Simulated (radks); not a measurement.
Results of a calculation; reference values are marked as such.
Task: Neutral antimony, [Kr] 4d10 5s2 5p3. Level of theory: non-relativistic Kohn-Sham, PBE, spin-polarised, spherical densities, point nucleus (a radial shooting solver on a logarithmic mesh with Libxc functionals). Every spin shell is full or empty, so the densities are truly spherical. Functionals are evaluated on that one density, not self-consistently. Rank these exchange functionals by their error against the exact value of the orbitals, and give that value: LDA, revPBE, PW91, AM05, G96, APBE, TPSS, Tao-Mo, TASK, MVS.

Result: Exact: -163.751 hartree. From best to worst, with 100 (|E| - |E exact|)/|E exact| (equal figures are ties): PW91 -0.02, MVS +0.07, APBE +0.30, revPBE -0.30, TPSS -0.30, G96 +0.34, Tao-Mo -0.82, TASK -2.23, AM05 -4.50, LDA -4.82.
